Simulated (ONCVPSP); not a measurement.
# Configuration tests for Hg (ONCV)

```json
{"Element": "mercury (Hg)", "Generator": "ONCVPSP 4.0.1", "Type": "optimised norm-conserving Vanderbilt (ONCV)", "Functional": "LDA (Perdew-Wang 92)", "Relativity": "scalar-relativistic", "Frozen core": "[Kr] 4d10 4f14", "Valence charge": "20", "Reference configuration": "5s2 5p6 5d10 6s1 (charge +1)", "Partial waves": "5s+6s: rc 1.60 bohr, ncon 3, nbas 8, qcut 5.9 1/bohr, 2 projectors; 5p: rc 1.10 bohr, ncon 4, nbas 7, qcut 7.2 1/bohr, 3 projectors, debl 0.9 Ha; 5d: rc 2.05 bohr, ncon 4, nbas 8, qcut 8.2 1/bohr, 2 projectors, debl 2.5 Ha", "Local potential": "polynomial inside 0.95 bohr (lpopt 5, dvloc0 0 Ha)", "Core correction": "polynomial model core, fcfact 0.7"}
```

In the p channel the program set the typed energies aside and used -2.790, 0.250, 1.150 Ha.

Energies are relative to the spin-unpolarised reference configuration 5s2 5p6 5d10 6s1; without spin polarisation the order of configurations can differ from experiment.

Q: Give the all-electron excitation energy and the error of the potential for: 5s2 5p6 5d10 6s2; 5s2 5p6 5d10 6s0; 5s2 5p6 5d9 6s0; 5s2 5p6 5d10 6s0 6p1.

A:

| valence configuration | charge | ΔE all-electron (eV) | error AE − PS (meV) |
| --- | --- | --- | --- |
| 5s2 5p6 5d10 6s2 | 0 | -11.042 | +1.0 |
| 5s2 5p6 5d10 6s0 | +2 | 19.391 | -12 |
| 5s2 5p6 5d9 6s0 | +3 | 55.207 | -21 |
| 5s2 5p6 5d10 6s0 6p1 | +1 | 7.540 | -5.4 |

Note: ghosts flagged at negative energy: p at -3927.7 eV, s at -5.4 eV; GHOST(+) flagged for p at 451.4 eV. A true bound ghost makes a file unfit for plane-wave use.
